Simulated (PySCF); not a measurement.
PySCF input:

```python
from pyscf import gto, scf, dft

mol = gto.M(
    atom='''
    N    -0.00000000   -0.00000000   -1.00555951
    P     0.00000000    0.00000000    0.46926111
    ''',
    basis='def2-tzvpd',
    charge=1,
    spin=1,
    symmetry='C2v',
    verbose=4,
)

mf = dft.UKS(mol, xc='m062x').density_fit(auxbasis='def2-universal-jkfit')
mf.grids.level = 4
mf.conv_tol = 1e-9
mf.max_cycle = 100
mf.max_memory = 1500
mf.kernel()
if not mf.converged:
    mf = mf.newton()
    mf.kernel(mf.make_rdm1())
mf.analyze()
```

Q: Predict the final energy.

A: -395.62109 Eh (M06-2X/def2-TZVPD).
